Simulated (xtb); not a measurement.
Zr(Cl)3(NH2) (Cl3H2NZr), SMILES [Zr]([Cl])([NH2])([Cl])[Cl], multiplicity 1. All values are semi-empirical tight-binding results from xtb (GFN2-xTB unless named), good for trends rather than for accurate numbers. Coordinates come from a GFN2-xTB optimisation. The multiplicity is an assumed one; no other spin state was optimised. The structure was generated by enumeration; whether it is a known compound was not checked. The values are those of a single conformer.

For metal compounds this method's bond lengths and energies can be far off.

Computed properties:
orbital gap: 2.46 eV
zero-point energy: 15.6 kcal/mol
G − E(el) at 298.15 K (modified RRHO): -7.8 kcal/mol
